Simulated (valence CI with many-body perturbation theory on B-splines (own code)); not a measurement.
Ba XVIII: calculated level list

Level of theory: valence CI with perturbative core correlation (CI+MBPT): three valence electrons over a frozen Dirac-Fock core [Kr], a basis of 9 s, 9 p, 10 d, 8 f, 5 g, 3 h, 1 i functions for each j, with the one-electron correlation potential Σ1 (screened to all orders), the two-electron term Σ2, the three-electron term Σ3, Breit, model QED; selected single and double excitations, second order for the rest (own B-spline code, finite nucleus).

No measured levels were compared; by estimate terms of the open shell hold to 2 to 4 % of their energy, and close levels can change places. Only levels of the ground parity were solved; by the run's estimate the other parity begins above the list, which can be wrong where configurations are misplaced.

Levels 1 to 19 of 19, with energies above the lowest level, 4d³ ⁴F_3/2. "Leading %" is the weight of the configuration and term that name the level; weights of strongly mixed levels are sums over their largest components and can fall short.

```tsv
No.	Configuration	Term	J	E (eV)	Leading %	g	Second component
1	4d³	⁴F	3/2	0.000	80	0.499	17 % 4d³ ²D
2	4d³	⁴F	5/2	1.954	94	1.037	6 % 4d³ ²D
3	4d³	⁴F	7/2	3.396	81	1.178	16 % 4d³ ²G
4	4d³	⁴P	3/2	4.144	49	1.388	32 % 4d³ ²P
5	4d³	⁴F	9/2	4.222	49	1.187	36 % 4d³ ²G
6	4d³	⁴P	1/2	4.809	72	2.114	28 % 4d³ ²P
7	4d³	²G	7/2	6.605	78	0.960	18 % 4d³ ⁴F
8	4d³	²H	9/2	6.881	56	1.084	39 % 4d³ ⁴F
9	4d³	⁴P	5/2	7.071	89	1.549	9 % 4d³ ²D
10	4d³	²D	3/2	8.094	46	1.170	39 % 4d³ ⁴P
11	4d³	²P	1/2	8.595	72	1.220	28 % 4d³ ⁴P
12	4d³	²H	11/2	9.072	100	1.090	
13	4d³	²D	5/2	9.889	92	1.204	4 % 4d³ ⁴F
14	4d³	²G	9/2	10.729	58	1.079	29 % 4d³ ²H
15	4d³	²F	5/2	11.084	84	0.923	12 % 4d³ ²D
16	4d³	²F	7/2	11.382	94	1.128	6 % 4d³ ²G
17	4d³	²P	3/2	11.935	58	1.192	30 % 4d³ ²D
18	4d³	²D	3/2	16.703	98	0.809	
19	4d³	²D	5/2	17.179	82	1.167	13 % 4d³ ²F
```

Names give the largest LS component (configuration and term), which can be under half, so a name can repeat, a term be missing and a line seem to break the LS rules; names also repeat where a configuration has a term twice.

The ionisation energy to 4d² ³F2 of the next ion comes out as 455.73 eV (NIST: 455 ± 3 eV (theoretical)). All 19 levels together are meant to be complete up to 17.866 eV.
